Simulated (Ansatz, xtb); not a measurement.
Redistribution: CH2BrI + C3H7Cl → CH2ClI + C3H7Br

Species: CH2BrI (bromoiodomethane) `BrCI`, singlet; C3H7Cl (1-chloropropane) `CCCCl`, singlet; CH2ClI (chloroiodomethane) `ClCI`, singlet; C3H7Br `CCCBr`, singlet. The partners trade Br for Cl; both sit on C, so the bond types are kept.

Shapes, held fixed at every level: PBE0-D4/def2-TZVP. Flexible molecules stand in one conformer, not always the lowest. Programs: Ansatz 0.2.0, xtb 6.7.1. Electronic energies: no zero-point or thermal term.

```
               level                    kind  ΔE (kJ/mol)  less CCSD(T)/def2-TZVPP
            GFN1-xTB          semi-empirical         -0.1                     +0.5
       HF/def2-TZVPP            Hartree–Fock         -0.2                     +0.4
   PBE-D4/def2-TZVPP                     GGA         -1.4                     -0.8
r2SCAN-D4/def2-TZVPP                meta-GGA         -1.6                     -1.0
  wB97M-V/def2-TZVPP  range-separated hybrid         -0.6                      0.0
      MP2/def2-TZVPP     perturbation theory         -0.3                     +0.3
     CCSD/def2-TZVPP   coupled cluster or CI         -0.5                     +0.1
  CCSD(T)/def2-TZVPP   coupled cluster or CI         -0.6                      0.0
```

The highest level, CCSD(T)/def2-TZVPP, gives ΔE = -0.6 kJ/mol; the levels span -1.6 to -0.1. That is about zero within the method's error. The column of differences is taken from that level and isn't an error. No measured value is set beside it here. For atoms past krypton def2 sets carry core potentials with scalar relativity. Relativity is left out for Br. Outer-core shells of Br, I are correlated in most correlated rows, in sets that cover them unevenly.
